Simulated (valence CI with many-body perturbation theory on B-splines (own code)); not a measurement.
**Energy levels of Dy51+**

Calculated by valence CI with perturbative core correlation (CI+MBPT): five valence electrons over a frozen Dirac-Fock core [Ne], radial functions for each j: 11 s, 11 p, 10 d, 8 f, 5 g, 2 h, with the one-electron correlation potential Σ1 (screened to all orders), the two-electron term Σ2, the three-electron term Σ3, Breit, model QED; selected single and double excitations, second order for the rest, scaled by the run's own slope (own B-spline code, finite nucleus).

No measured spectrum was set against this ion. As an estimate, large intervals hold to a few tenths of a per cent, small ones and those within an open d or f shell to about a per cent. Among the levels kept, up to 3200 cm⁻¹ of a level comes from second order outside the variational space, and about a tenth of that is noise between levels of different J, which matters for small intervals.

Levels 1 to 45 of 166, with energies above the lowest level, (3s^2 3p1/2^2 3p3/2) J=3/2. "Leading %" is the weight of the configuration and term that name the level; weights of strongly mixed levels are sums over their largest components and can fall short, so below about 35 % the name and the second component can differ from the true leading terms, or belong to a minority configuration. In the jj column 3d3/2^4 stands for four electrons in 3d with j = 3/2. Lifetimes count E1, E2, E3, M1 and M2 decay at the calculated energies, and are blank where another channel may lead or the interval is too uncertain; long ones can be off by a factor of two.

```csv
No.,Configuration,Term,J,E (eV),Leading %,Leading jj,Lifetime
1,3s²3p³,²P°,3/2,0.00,47,3s^2 3p1/2^2 3p3/2 (99 %),
2,3s²3p³,⁴S°,3/2,194.02,54,3s^2 3p1/2 3p3/2^2 (99 %),13.7 ns
3,3s²3p²3d,²D,3/2,198.03,39,3s^2 3p1/2^2 3d3/2 (99 %),122 ps
4,3s²3p³,²D°,5/2,204.44,99,3s^2 3p1/2 3p3/2^2 (99 %),73.9 ns
5,3s²3p³,²P°,1/2,217.62,99,3s^2 3p1/2 3p3/2^2 (99 %),21.7 ns
6,3s²3p²3d,²D,5/2,255.59,30,3s^2 3p1/2^2 3d5/2 (96 %),8.37 ps
7,3s3p⁴,⁴P,5/2,340.05,66,3s 3p1/2^2 3p3/2^2 (90 %),5.99 ps
8,3s3p⁴,²P,3/2,366.21,32,3s 3p1/2^2 3p3/2^2 (70 %),2.31 ps
9,3s3p⁴,²S,1/2,366.79,53,3s 3p1/2^2 3p3/2^2 (85 %),3.34 ps
10,3s²3p²3d,⁴F,5/2,390.29,46,3s^2 3p1/2 3p3/2 3d3/2 (98 %),184 ps
11,3s²3p²3d,⁴F,3/2,392.74,33,3s^2 3p1/2 3p3/2 3d3/2 (93 %),8.99 ps
12,3s²3p²3d,⁴D,1/2,392.86,80,3s^2 3p1/2 3p3/2 3d3/2 (99 %),129 ps
13,3s²3p²3d,²G,7/2,400.90,49,3s^2 3p1/2 3p3/2 3d3/2 (96 %),2.78 ns
14,3s²3p³,²P°,3/2,413.24,52,3s^2 3p3/2^3 (98 %),5.62 ns
15,3s²3p²3d,²D,5/2,426.29,34,3s^2 3p1/2 3p3/2 3d3/2 (89 %),692 fs
16,3s²3p²3d,²D,3/2,434.06,26,3s^2 3p1/2 3p3/2 3d3/2 (78 %),394 fs
17,3s²3p²3d,²P,1/2,434.16,38,3s^2 3p1/2 3p3/2 3d3/2 (88 %),543 fs
18,3s²3p²3d,⁴D,7/2,438.02,47,3s^2 3p1/2 3p3/2 3d5/2 (99 %),1.54 ns
19,3s²3p²3d,²P,3/2,446.94,43,3s^2 3p1/2 3p3/2 3d5/2 (93 %),10.5 ps
20,3s²3p²3d,²G,9/2,449.30,60,3s^2 3p1/2 3p3/2 3d5/2 (99 %),960 ns
21,3s²3p²3d,²F,5/2,450.61,33,3s^2 3p1/2 3p3/2 3d5/2 (93 %),10.2 ps
22,3s²3p²3d,²F,7/2,470.36,57,3s^2 3p1/2 3p3/2 3d5/2 (94 %),3.52 ps
23,3s²3p²3d,²D,5/2,470.69,40,3s^2 3p1/2 3p3/2 3d5/2 (91 %),2.00 ps
24,3s²3p²3d,²D,3/2,477.77,61,3s^2 3p1/2 3p3/2 3d5/2 (96 %),4.33 ps
25,3s²3p²3d,²P,1/2,480.97,53,3s^2 3p1/2 3p3/2 3d5/2 (94 %),3.04 ps
26,3s3p³3d,⁴D°,5/2,533.25,28,3s 3p1/2^2 3p3/2 3d3/2 (94 %),35.3 ps
27,3s3p³3d,⁶D°,3/2,535.20,26,3s 3p1/2^2 3p3/2 3d3/2 (94 %),19.2 ps
28,3s3p³3d,⁴P°,1/2,536.76,44,3s 3p1/2^2 3p3/2 3d3/2 (95 %),37.5 ps
29,3s3p³3d,⁴F°,7/2,541.58,24,3s 3p1/2^2 3p3/2 3d3/2 (88 %),38.5 ps
30,3s3p⁴,⁴P,3/2,545.80,65,3s 3p1/2 3p3/2^3 (85 %),1.86 ps
31,3s3p³3d,²D°,3/2,557.59,25,3s 3p1/2^2 3p3/2 3d3/2 (80 %),3.38 ps
32,3s3p⁴,²D,5/2,560.46,63,3s 3p1/2 3p3/2^3 (84 %),1.90 ps
33,3s3p³3d,⁴G°,5/2,569.30,23,3s 3p1/2^2 3p3/2 3d3/2 (82 %),1.80 ps
34,3s3p³3d,⁴D°,1/2,572.78,45,3s 3p1/2^2 3p3/2 3d3/2 (87 %),1.62 ps
35,3s3p⁴,²P,1/2,578.18,46,3s 3p1/2 3p3/2^3 (74 %),950 fs
36,3s3p⁴,²P,3/2,580.26,42,3s 3p1/2 3p3/2^3 (76 %),840 fs
37,3s3p³3d,⁴F°,9/2,581.65,46,3s 3p1/2^2 3p3/2 3d5/2 (97 %),38.7 ps
38,3s3p³3d,⁴D°,5/2,595.60,31,3s 3p1/2^2 3p3/2 3d5/2 (94 %),4.72 ps
39,3s²3p3d²,⁴G°,5/2,599.60,45,3s^2 3p1/2 3d3/2^2 (82 %),1.32 ps
40,3s3p³3d,²F°,7/2,603.40,31,3s 3p1/2^2 3p3/2 3d5/2 (84 %),4.93 ps
41,3s3p³3d,²D°,3/2,604.20,31,3s 3p1/2^2 3p3/2 3d5/2 (84 %),6.31 ps
42,3s3p³3d,²F°,7/2,618.24,26,3s 3p1/2^2 3p3/2 3d5/2 (88 %),1.84 ps
43,3s²3p²3d,²D,5/2,622.72,29,3s^2 3p3/2^2 3d3/2 (86 %),701 fs
44,3s²3p²3d,²F,7/2,623.06,48,3s^2 3p3/2^2 3d3/2 (95 %),997 fs
45,3s3p³3d,²P°,1/2,624.96,45,3s 3p1/2^2 3p3/2 3d5/2 (93 %),4.47 ps
```

The ionisation energy to 3s²3p² ³P0 of the next ion comes out as 4631.9 eV (NIST: 4629 ± 4 eV (theoretical)). All 166 levels together are meant to be complete up to 941.28 eV.
